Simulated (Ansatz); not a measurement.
Born–Oppenheimer molecular dynamics of ClH6NSSi2 (11 atoms, charge 0, multiplicity 1). It starts from a relaxed structure.

Computed with RKS B3LYP-D4/STO-3G (Ansatz 0.2.0).

```
ensemble        : NVT, Langevin thermostat
time step       : 0.25 fs
steps asked     : 319
set temperature : 500 K
friction        : 0.001 /fs
seed            : 226478
```

First frame:

```xyz
11
Properties=species:S:1:pos:R:3
N -1.237 1.421 0.024
Si -0.316 0.025 -0.474
Si 1.282 -0.431 1.076
S -1.776 -1.479 -0.858
Cl 0.736 0.407 -2.324
H -1.981 1.720 -0.646
H -0.667 2.270 0.239
H 2.095 -1.538 0.631
H 0.658 -0.785 2.330
H 2.123 0.726 1.278
H -0.852 -2.394 -1.257
```

Problem. How far do the bonds stretch over the last three quarters of this one trajectory? (Pairs bonded in most of those frames.)

Solution. 
| bond | mean (Å) | spread (Å) | shortest | longest |
| --- | --- | --- | --- | --- |
| N1–Si2 | 1.749 | 0.044 | 1.67 | 1.82 |
| N1–H6 | 1.046 | 0.023 | 1.00 | 1.09 |
| N1–H7 | 1.045 | 0.018 | 1.01 | 1.08 |
| Si2–Si3 | 2.275 | 0.017 | 2.26 | 2.31 |
| Si2–S4 | 2.132 | 0.014 | 2.11 | 2.16 |
| Si2–Cl5 | 2.172 | 0.035 | 2.11 | 2.22 |
| Si3–H8 | 1.453 | 0.069 | 1.35 | 1.56 |
| Si3–H9 | 1.448 | 0.044 | 1.38 | 1.52 |
| Si3–H10 | 1.445 | 0.020 | 1.41 | 1.48 |
| S4–H11 | 1.363 | 0.021 | 1.33 | 1.40 |

Mean temperature of the second half: 216 K. The mean temperature of the second half is 57 % below the set value. A run of 0.08 ps of so small a system gives no equilibrium averages. Limits of this set-up: minimal basis.

Time of the run: 11 min on 1 thread of Arm Neoverse V1 (shared host), peak memory 0.11 GiB.
